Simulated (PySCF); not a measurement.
Pd⁺ (palladium, charge +1) across methods

[Kr] 4d9, 2D determinant. All numbers are calculated (PySCF 2.14, scalar relativity through the core potential, in aug-cc-pwCVTZ-PP with ECP28MDF).

```json
{"method": "UHF", "E (hartree)": "-126.38018", "mean ε 4p β (eV)": "-76.313", "mean ε 4d α (eV)": "-21.111", "mean ε 4d β (eV)": "-20.034", "Σ⟨r²⟩ (bohr²)": "32.42", "⟨S²⟩": "0.757"}
{"method": "M06", "E (hartree)": "-127.1521", "mean ε 4p β (eV)": "-65.846", "mean ε 4d α (eV)": "-16.772", "mean ε 4d β (eV)": "-15.900", "Σ⟨r²⟩ (bohr²)": "33.02", "⟨S²⟩": "0.755"}
{"method": "PBE0", "E (hartree)": "-127.1274", "mean ε 4p β (eV)": "-66.186", "mean ε 4d α (eV)": "-16.639", "mean ε 4d β (eV)": "-15.868", "Σ⟨r²⟩ (bohr²)": "33.00", "⟨S²⟩": "0.755"}
{"method": "PBE", "E (hartree)": "-127.1366", "mean ε 4p β (eV)": "-62.502", "mean ε 4d α (eV)": "-14.892", "mean ε 4d β (eV)": "-14.203", "Σ⟨r²⟩ (bohr²)": "33.39", "⟨S²⟩": "0.756"}
{"method": "LDA", "E (hartree)": "-126.8735", "mean ε 4p β (eV)": "-62.634", "mean ε 4d α (eV)": "-15.148", "mean ε 4d β (eV)": "-14.443", "Σ⟨r²⟩ (bohr²)": "33.57", "⟨S²⟩": "0.753"}
{"method": "r2SCAN", "E (hartree)": "-127.1633", "mean ε 4p β (eV)": "-64.017", "mean ε 4d α (eV)": "-15.074", "mean ε 4d β (eV)": "-14.276", "Σ⟨r²⟩ (bohr²)": "33.00", "⟨S²⟩": "0.764"}
{"method": "B3LYP", "E (hartree)": "-127.1775", "mean ε 4p β (eV)": "-65.604", "mean ε 4d α (eV)": "-16.378", "mean ε 4d β (eV)": "-15.662", "Σ⟨r²⟩ (bohr²)": "33.23", "⟨S²⟩": "0.753"}
```

Q: Estimate the same row for B97-3.

A: E (hartree) = -127.1677; mean ε 4p β (eV) = -66.484; mean ε 4d α (eV) = -16.686; mean ε 4d β (eV) = -15.952; Σ⟨r²⟩ (bohr²) = 32.95; ⟨S²⟩ = 0.752.

Energies and moments cover only the electrons outside the core potential.
